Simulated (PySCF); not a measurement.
Two structures, one formula

Two relaxed structures of CH3AlSe, singlet (PBE0-D4/def2-TZVP; forces vanish, vibrations not checked).

A:

```
6
angstrom
C 0.3718 0.3463 -1.3890
Al 0.0393 1.7826 0.0090
Se 0.5715 -0.7851 -0.0302
H 0.1871 -0.1158 3.9415
H 0.4784 -0.0472 -2.4005
H 0.1856 0.1600 3.2471
```

B:

```xyz
6
angstrom
C 0.2434 -0.1038 -0.6201
Al 0.0629 0.4398 1.0578
Se 0.2687 -1.8700 0.2189
H 1.7239 -2.1966 0.3891
H 0.3114 -0.0793 -1.6956
H -0.1181 1.1465 2.4426
```

Computed with PySCF 2.14 with density fitting (its default auxiliary sets; JK sets also for MP2 and CCSD(T)) (basis: def2-TZVPP); correlated methods freeze the cores. Filled d shells of the heavier atoms are correlated. The def2 sets are not built for correlating such inner shells, so the correlated values are less sure here. B3LYP uses VWN-RPA correlation.

Problem. Which structure is lower at CCSD(T), and by how much? (To be estimated.)

Solution. The calculation gives: A, by 2.08 kcal/mol (electronic energy, against the other). By their contacts, A is a complex of CHAlSe ([CH]1[Al][Se]1) + H₂ and B is CH₃AlSe ([CH]1[AlH][SeH]1).

Problem. Do the other methods give the same order? (A judgement: the text doesn't fix the answer.)

Solution. Computed: Not all: PBE-D4, r2SCAN-D4, PBE0-D4, MP2 give the other order.

| method | E(B) − E(A) (kcal/mol) |
| --- | --- |
| PBE-D4 | -1.64 |
| r2SCAN-D4 | -5.20 |
| PBE0-D4 | -3.44 |
| B3LYP-D4 | 1.67 |
| wB97M-V | 0.51 |
| HF | 4.12 |
| MP2 | -1.07 |
| CCSD | 1.67 |
| CCSD(T) | 2.08 |

No T1 diagnostic of these runs exceeds 0.019. The restricted Hartree–Fock reference is unstable towards an unrestricted one at one or more of these structures.

Labels in which every atom is bracketed show which atoms are joined, not bond orders.

For scale, one of the runs: CCSD(T)/def2-TZVPP, 163 basis functions, launched by `OMP_NUM_THREADS=2 python run.py`. Hardware: 2 CPU threads of an Intel Xeon Platinum 8124M, shared host. Wall time 3.4 min; peak host memory 1.4 GiB.
